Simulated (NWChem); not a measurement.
System: GeF4; SMILES [F][Ge]([F])([F])[F]

The following NWChem deck was run.

```
start job
memory heap 200 mb stack 900 mb global 1100 mb
geometry units angstroms noautosym nocenter noautoz
  F     -1.264454    -0.753304     0.868122
  Ge    -0.000003     0.000018     0.000000
  F      1.069735     0.758808     1.095371
  F      0.849398    -1.175367    -0.903848
  F     -0.654700     1.169834    -1.059640
end
basis spherical
  * library def2-svp
end
dft
  xc pbe0
  iterations 150
end
property
  efieldgrad
end
task dft property
```

NWChem printed, in part:

```
             Northwest Computational Chemistry Package (NWChem) 7.3.0
             --------------------------------------------------------

                             Geometry "geometry" -> ""
                             -------------------------

 Output coordinates in angstroms (scale by  1.889725989 to convert to a.u.)

  No.       Tag          Charge          X              Y              Z
 ---- ---------------- ---------- -------------- -------------- --------------
    1 F                    9.0000    -1.26445400    -0.75330400     0.86812200
    2 Ge                  32.0000    -0.00000300     0.00001800     0.00000000
    3 F                    9.0000     1.06973500     0.75880800     1.09537100
    4 F                    9.0000     0.84939800    -1.17536700    -0.90384800
    5 F                    9.0000    -0.65470000     1.16983400    -1.05964000

 Effective nuclear repulsion energy (a.u.)     448.9165945581

                              NWChem Property Module
                              ----------------------

  itol2e modified to match energy
  convergence criterion.

                                 NWChem DFT Module
                                 -----------------

 Summary of "ao basis" -> "ao basis" (spherical)
 ------------------------------------------------------------------------------
       Tag                 Description            Shells   Functions and Types
 ---------------- ------------------------------  ------  ---------------------
 F                          def2-svp                 6       14   3s2p1d
 Ge                         def2-svp                12       32   5s4p3d

  itol2e modified to match energy
  convergence criterion.

            General Information
            -------------------
          SCF calculation type: DFT
          Wavefunction type:  closed shell.
          No. of atoms     :     5
          No. of electrons :    68
           Alpha electrons :    34
            Beta electrons :    34
          Charge           :     0
          Spin multiplicity:     1
          Use of symmetry is: off; symmetry adaption is: off
          Maximum number of iterations: 150
          AO basis - number of functions:    88
                     number of shells:    36
          Convergence on energy requested:  1.00D-07
          Convergence on density requested:  1.00D-05
          Convergence on gradient requested:  5.00D-04

[...]

          -----------------------
          Electric field gradient
          -----------------------

 1 a.u. = 0.324123 10**(16) esu/cm**3  ( or statvolts/cm**2 ) = 0.97174 10**(22) v/m**2

 ------------------------------------------------------------
   Atom      X         Y         Z
 ------------------------------------------------------------
    1 F   -2.38947  -1.42354   1.64051
 ------------------------------------------------------------

 Electric field gradient in molecular frame (a.u.)
         XX             YY             ZZ             XY             XZ             YZ
 ------------------------------------------------------------------------------------------
       -0.570344       0.370014       0.200330      -0.868572       1.000891       0.596322

 Principal components (a.u.) and orientation
 of principal axis w.r.t. absolute frame                      Asymmetry parameter eta
 --------------------------------------------------------------------------------------
       -1.774999       0.887502       0.887497                       0.000002

        0.739964      -0.520132       0.426516
        0.440864       0.853926       0.276496
       -0.508027      -0.016561       0.861182

 ------------------------------------------------------------
   Atom      X         Y         Z
 ------------------------------------------------------------
    2 Ge  -0.00001   0.00003   0.00000
 ------------------------------------------------------------

 Electric field gradient in molecular frame (a.u.)
         XX             YY             ZZ             XY             XZ             YZ
 ------------------------------------------------------------------------------------------
        0.000003      -0.000000      -0.000003      -0.000008       0.000035      -0.000009

 Principal components (a.u.) and orientation
 of principal axis w.r.t. absolute frame                      Asymmetry parameter eta
 --------------------------------------------------------------------------------------
        0.000039      -0.000035      -0.000004                       0.797814

        0.702217      -0.667629       0.247311
       -0.293188       0.045377       0.954977
        0.648793       0.743110       0.163876

 ------------------------------------------------------------
   Atom      X         Y         Z
 ------------------------------------------------------------
    3 F    2.02151   1.43394   2.06995
 ------------------------------------------------------------

 Electric field gradient in molecular frame (a.u.)
         XX             YY             ZZ             XY             XZ             YZ
 ------------------------------------------------------------------------------------------
       -0.155966       0.362534      -0.206568      -0.740123      -1.068463      -0.757849

 Principal components (a.u.) and orientation
 of principal axis w.r.t. absolute frame                      Asymmetry parameter eta
 --------------------------------------------------------------------------------------
       -1.774991       0.887501       0.887490                       0.000006

        0.626030       0.728084       0.279250
        0.444038      -0.627214       0.639870
        0.641028      -0.276580      -0.715951

 ------------------------------------------------------------
   Atom      X         Y         Z
 ------------------------------------------------------------
    4 F    1.60513  -2.22112  -1.70803
 ------------------------------------------------------------

[...]
```

Level: PBE0/def2-SVP. Geometry: optimised at B3LYP/6-31G* (spherical d). NWChem prints the field gradient with the sign opposite to the second derivative of the potential.
